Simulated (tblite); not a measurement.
H6Si2, charge +1, doublet, at a GFN2-xTB geometry (a state made from the parent by changing its charge; the spin is typed, not shown lowest); GFN1-xTB (tblite 0.6.0).

Input for tblite:
```
$ tblite run mol.xyz --method gfn1 --charge 1 --spin 1 --efield 0,0,0.1 --json tblite.json --no-restart

# file mol.xyz
8

Si    -1.33666426     0.12731246    -0.01906279
Si     1.33666426    -0.12731246     0.01906279
H     -1.68020055    -0.85431230    -1.03882243
H     -1.46232753     1.53042532    -0.38919402
H     -1.65392012    -0.21926859     1.35961207
H      1.46232753    -1.53042532     0.38919402
H      1.68020055     0.85431230     1.03882243
H      1.65392012     0.21926859    -1.35961207
```

The log (banner, timings and long lists left out):

```
xTB calculator
 | screened Coulomb repulsion
 | Coulomb electrostatics
 |  * isotropic Klopman-Ohno-Mataga-Nishimoto electrostatics
 |  * onsite third-order electrostatics
 | DFT-D3(BJ) dispersion correction
 | Interactions (1)
 | [1] electric field

halogen bonding energy    0.0000000000000E+00 Eh
repulsion energy          5.6489401976966E-02 Eh
dispersion energy        -2.1263019842232E-03 Eh
interaction energy        0.0000000000000E+00 Eh
number of electrons       1.3000000000000E+01 e
integral cutoff           2.8146159136829E+01 bohr

------------------------------------------------------------
  cycle        total energy    energy error   density error
------------------------------------------------------------
      1     -6.368679508322  -6.4230426E+00   2.1555494E-01
      2     -6.407023082947  -3.8343575E-02   1.0373890E-01
      3     -6.408672913528  -1.6498306E-03   2.6642948E-02
      4     -6.409235540394  -5.6262687E-04   1.0564094E-02
      5     -6.409483363791  -2.4782340E-04   5.1756243E-03
      6     -6.409558166180  -7.4802389E-05   5.3309030E-05
      7     -6.409558173865  -7.6846369E-09   1.7296524E-05
------------------------------------------------------------

electronic energy        -6.4639212738574E+00 Eh
total energy             -6.4095581738647E+00 Eh

Post processing:
 | Mayer-Wiberg bond orders

[Info] JSON dump of results written to 'tblite.json'
```
